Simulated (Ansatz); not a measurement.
Two isomers of CH7NO2Si: A = `NC[SiH](O)O`, B = `NC(O)O[SiH3]`.

Program: Ansatz. Geometries: PBE0-D4/def2-TZVP. ΔE: electronic, gas phase. CCSD(T)/CBS adds triple-zeta CCSD(T) − MP2 to the extrapolated MP2 energy (def2 sets, frozen cores). DFT in def2-TZVPP. B3LYP here is the variant with VWN-RPA as its local correlation; programs differ in this. Each species was taken in one conformer, which may not be the lowest.

Which isomer does CCSD(T)/CBS put lower? Give the gap. (An estimate is asked.)

Computed: A, by 200.3 kJ/mol.

Give E(B) − E(A) in kJ/mol with B2PLYP, PBE0-D4, HF/def2-TZVPP, MP2/def2-TZVPP, B3LYP, PBE-D4, r2SCAN-D4. (Best estimate.)

The calculation gave: B2PLYP 193.9, PBE0-D4 189.6, HF/def2-TZVPP 177.0, MP2/def2-TZVPP 203.4, B3LYP 188.6, PBE-D4 186.9, r2SCAN-D4 191.8. None reverses the order clearly.

Largest T1 diagnostic: 0.011.

In def2-TZVPP, CCSD(T) changes the Hartree–Fock value by +15.1 kJ/mol (the triples alone add −0.1 kJ/mol) and MP2 by +26.4 kJ/mol.
